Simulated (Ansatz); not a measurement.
Consider the atomization: `SB[SiH2][SeH]` → B• + 5 H• + S• + Se• + Si•.

Program: Ansatz. Geometries: PBE0-D4/def2-TZVP. ΔE: electronic, gas phase. CBS: MP2 limit from def2 TZ/QZ plus the TZ coupled-cluster correction, frozen cores. This one scheme is used for every species, atoms too. DFT in def2-TZVPP. No spin–orbit coupling; open shells (•) take unrestricted orbitals. Spin–orbit coupling would lower the free atoms: a little for B, S, Si; clearly for Se. For Se outer-core shells are correlated without core-valence functions, so the limit isn't a true one: a few kJ/mol of doubt a bond, and 10 to 20 or more in all where bonds break to atoms. Scalar relativity is left out up to krypton. One conformer a species, not always the lowest.

`SB[SiH2][SeH]`:

Cartesian coordinates in Å:
```
S -0.568 0.078 -1.983
B 0.539 0.630 -0.730
Si 0.433 -0.233 1.080
Se -1.223 -1.805 1.244
H -0.189 0.889 -2.989
H 1.325 1.496 -0.968
H 0.282 0.806 2.137
H 1.676 -1.000 1.367
H -2.275 -0.861 0.842
```

```
             level  ΔE (kJ/mol)
            revPBE       2630.0
              BLYP       2645.4
SCS-MP2/def2-TZVPP       2656.9
SCS-MP2/def2-QZVPP       2706.9
```

(1) What does CCSD(T)/CBS give? (Best estimate.)

Largest T1 diagnostic among the species: 0.014.

Answers

(1) Ansatz gave: +2722.1 kJ/mol. The listed levels differ from it by -92.1, -76.7, -65.2, -15.2 kJ/mol.

From r2SCAN to r2SCAN0 (25 % exact exchange), in def2-TZVPP and without D4, ΔE moves by −34.0 kJ/mol: exact exchange takes away binding that semilocal exchange gives to molecules. At CCSD(T), def2-SVP lies −187.2 kJ/mol from the extrapolated value and def2-TZVPP −78.2 kJ/mol: correlation converges slowly with the basis, and small sets miss more of it in the bonded molecule than in its fragments. Leaving LDA and LC-ωPBE aside and taking each functional with its dispersion term where it has one, the values, not all of them listed here, spread over 82.7 kJ/mol, from BHLYP-D4 to B97M-V. LDA lies +363.9 kJ/mol from PBE without D4, its usual overbinding.

For atomizations the MP2-based limit and the directly extrapolated one differ by several kJ/mol either way, and by 10 to 25 for some Ge, Se and Sn compounds, so smaller differences from it don't rank the levels.
